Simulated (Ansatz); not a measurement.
Total energies of C$_{2}$H$_{6}$O$_{2}$Si, SMILES `C=C(O)[SiH2]O`.

```xyz
11

C     0.8023   -0.5935    1.4093
C     0.4323    0.1672    0.3805
O     0.7785    1.4792    0.2343
Si   -0.6054   -0.4700   -1.0466
O    -1.9685    0.4278   -1.2527
H     0.4785   -1.6239    1.4692
H     1.4302   -0.2207    2.2161
H     1.3131    1.7601    0.9864
H     0.2340   -0.4472   -2.2754
H    -1.0416   -1.8485   -0.7322
H    -1.8533    1.3695   -1.3888
```

The species carries charge 0 and has multiplicity 1. Geometry: relaxed with PBE0-D4/def2-TZVP. It is one conformer, not always the lowest. Basis def2-TZVPP, Ansatz.

RPA on PBE orbitals: Hartree–Fock energy of these orbitals -517.96156 Eh, correlation -1.49004 Eh (frozen core).

| functional | energy without D4 (Eh) | D4 term (kJ/mol) |
| --- | --- | --- |
| LDA (SPW92) | -516.91214 | – |
| PBE | -519.47368 | -21.0 |
| revPBE | -519.75559 | -66.1 |
| BLYP | -519.82725 | -46.5 |
| r2SCAN | -519.74344 | -5.2 |
| B97M-V | -519.77194 | – |
| r2SCANh | -519.72862 | -5.5 |
| r2SCAN0 | -519.70762 | -6.1 |
| HSE06 (plane-wave form) | -519.49255 | -16.4 |
| BHLYP | -519.76948 | -25.0 |
| CAM-B3LYP | -519.80823 | -17.9 |
| LC-ωPBE | -519.65804 | – |
| ωB97X-V | -519.77081 | – |
| ωB97M-V | -519.78725 | – |

(1) Give the same for PBE0, B3LYP, B2PLYP, PBE-QIDH. (An estimate is asked.)

B3LYP takes the VWN-RPA correlation (the form of Gaussian; ORCA's B3LYP/G). HSE06 is the plane-wave form, built on full-range PBE exchange. The double hybrids freeze the cores in their second-order part.

Results:

(1) Ansatz gave: 
```tsv
functional	energy without D4 (Eh)	D4 term (kJ/mol)
PBE0	-519.51046	-17.7
B3LYP	-519.91958	-33.8
B2PLYP	-519.60408	–
PBE-QIDH	-519.39403	–
```

LC-ωPBE has ω = 0.4 bohr⁻¹.
